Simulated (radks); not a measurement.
Au III, configuration [Xe] 4f14 5d9.

Method: Dirac Kohn-Sham, PBE, spin-unpolarised, spherical densities, point nucleus; open shells fill j = l - 1/2 first; computed with a radial shooting solver on a logarithmic mesh with Libxc functionals.

Energy parts (hartree):
total: -19046.9950
kinetic: 21891.3543
electron-nucleus: -47925.9379
Hartree: 7352.4463
exchange-correlation: -364.8577

Orbitals (lengths in bohr, moments of r in powers of bohr; r(90%) holds 90 % of the orbital's charge):
1s1/2: occ. 2; eigenvalue (hartree) -2964.866; r(90%) 0.0308; <1/r> 95.84; <r^4> 4.244e-07
2s1/2: occ. 2; eigenvalue (hartree) -523.3357; r(90%) 0.110; <1/r> 23.55; <r^4> 0.00006183
2p1/2: occ. 2; eigenvalue (hartree) -501.7961; r(90%) 0.0967; <1/r> 23.49; <r^4> 0.00003677
2p3/2: occ. 4; eigenvalue (hartree) -434.3275; r(90%) 0.108; <1/r> 19.14; <r^4> 0.00005699
3s1/2: occ. 2; eigenvalue (hartree) -124.1118; r(90%) 0.270; <1/r> 8.641; <r^4> 0.002249
3p1/2: occ. 2; eigenvalue (hartree) -114.4462; r(90%) 0.261; <1/r> 8.550; <r^4> 0.001963
3p3/2: occ. 4; eigenvalue (hartree) -99.55749; r(90%) 0.283; <1/r> 7.416; <r^4> 0.002711
3d3/2: occ. 4; eigenvalue (hartree) -83.54677; r(90%) 0.256; <1/r> 7.314; <r^4> 0.001799
3d5/2: occ. 6; eigenvalue (hartree) -80.34761; r(90%) 0.263; <1/r> 7.055; <r^4> 0.001982
4s1/2: occ. 2; eigenvalue (hartree) -27.55805; r(90%) 0.584; <1/r> 3.655; <r^4> 0.05059
4p1/2: occ. 2; eigenvalue (hartree) -23.43821; r(90%) 0.595; <1/r> 3.544; <r^4> 0.05406
4p3/2: occ. 4; eigenvalue (hartree) -19.86794; r(90%) 0.643; <1/r> 3.151; <r^4> 0.07402
4d3/2: occ. 4; eigenvalue (hartree) -13.13752; r(90%) 0.675; <1/r> 2.947; <r^4> 0.08867
4d5/2: occ. 6; eigenvalue (hartree) -12.47277; r(90%) 0.691; <1/r> 2.857; <r^4> 0.09756
4f5/2: occ. 6; eigenvalue (hartree) -3.84339; r(90%) 0.796; <1/r> 2.481; <r^4> 0.1818
4f7/2: occ. 8; eigenvalue (hartree) -3.70332; r(90%) 0.807; <1/r> 2.445; <r^4> 0.1928
5s1/2: occ. 2; eigenvalue (hartree) -4.76319; r(90%) 1.33; <1/r> 1.479; <r^4> 1.352
5p1/2: occ. 2; eigenvalue (hartree) -3.42759; r(90%) 1.45; <1/r> 1.351; <r^4> 1.933
5p3/2: occ. 4; eigenvalue (hartree) -2.81895; r(90%) 1.60; <1/r> 1.207; <r^4> 2.821
5d3/2: occ. 4; eigenvalue (hartree) -1.04016; r(90%) 2.25; <1/r> 0.8939; <r^4> 11.21
5d5/2: occ. 5; eigenvalue (hartree) -0.97759; r(90%) 2.34; <1/r> 0.8597; <r^4> 13.06

The highest occupied level is 5d5/2 at -26.602 eV. The density falls to 0.001 e/bohr^3 at r = 3.51 bohr.
